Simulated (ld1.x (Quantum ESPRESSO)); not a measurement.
Ni (Z = 28), PAW: configuration errors across variants

- Element: nickel
- Generator: ld1.x (Quantum ESPRESSO) 7.5
- Type: PAW
- Functional: PBE
- Relativity: scalar-relativistic
- Frozen core: [Ne] 3s2
- Valence charge: 16
- Reference configuration: 3p6 3d8 4s0 4p0 (charge +2)
- Partial waves: 4s (bound, empty): rcut 1.70, rcutus 1.90 bohr; 4s channel at -1.1 Ry: rcut 1.70, rcutus 1.90 bohr; 3p (bound): rcut 1.10, rcutus 1.35 bohr; 4p (bound, empty): rcut 1.10, rcutus 1.35 bohr; 3d (bound): rcut 0.90, rcutus 1.25 bohr; 3d channel at -1.2 Ry: rcut 0.90, rcutus 1.25 bohr
- Local potential: all-electron potential smoothed inside 1.20 bohr (lloc = -2)
- Core correction: Bessel-smoothed model core, default radius (core density twice the valence density)
- Augmentation charge: PSQ, inside the norm-conserving radii

All-electron excitation energies from the reference (eV): (1) 3p6 3d8 4s2 4p0 -26.673; (2) 3p6 3d8 4s1 4p0 -17.351; (3) 3p6 3d7 4s0 4p0 37.467; (4) 3p5 3d8 4s2 4p0 52.851; (5) 3p6 3d7 4s2 4p1 -16.128; (6) 3p6 3d8 4s0 4p2 -17.171; (7) 3p6 3d6 4s0 4p0 95.023.

The default core radius of the base comes out at 0.35 bohr.

The overlap operator is not positive definite (basis up to 400 Ry) in “local potential all-electron potential smoothed inside 0.84 bohr (lloc = -2)”. Such files are unfit for use, however small their errors in these radial tests.

3 further variants failed, have other tests or another functional or relativity, and are left out.

A true bound ghost makes a file unfit for plane-wave use even where its test errors are small: the radial tests pick states by their node count and pass the ghost by.

Errors AE − PS in meV (a dash: test not solved or not reliable):

| change | (1) | (2) | (3) | (4) | (5) | (6) | (7) | bound ghosts |
| --- | --- | --- | --- | --- | --- | --- | --- | --- |
| base | +1.3 | +1.3 | -32 | -62 | -22 | +1.3 | -182 | none |
| augmentation GAUSS, radius 0.65 bohr | +9.3 | +4.1 | -31 | – | – | – | – | none |
| wave 3d channel at -1.2 Ry: rcut 0.90, rcutus 1.25 bohr becomes 3d channel at -1.78 Ry: rcut 0.90, rcutus 1.25 bohr | +1.1 | +1.3 | -34 | -68 | -26 | +1.4 | -198 | none |
| core correction a·sin(br)/r model core, default radius (ld1.x builds one for every PAW set, though the input has nlcc=.false.) | +13 | +5.6 | -47 | -44 | -2.8 | +6.5 | -239 | none |
| all radii but the core radius scaled by about 1.29 (s 2.46, p 1.74, d 1.62 bohr, rcut 2.20/1.42/1.16); local potential all-electron potential smoothed inside 1.56 bohr (lloc = -2) | -0.4 | +0.5 | -52 | -34 | -20 | -0.1 | -330 | none |
| local potential all-electron potential smoothed inside 0.84 bohr (lloc = -2) | -3.2 | +0.1 | -107 | -158 | -95 | +7.3 | -668 | s (p not tested, overlap not positive) |

(1) Give the same row for: waves 4s (bound): rcut 1.70, rcutus 2.28 bohr; 4s channel at -1.1 Ry: rcut 1.70, rcutus 2.28 bohr.

## Answers

(1) +2.8, +1.6, -32, -0.9, +16, +1.3, -182; bound ghosts: none.
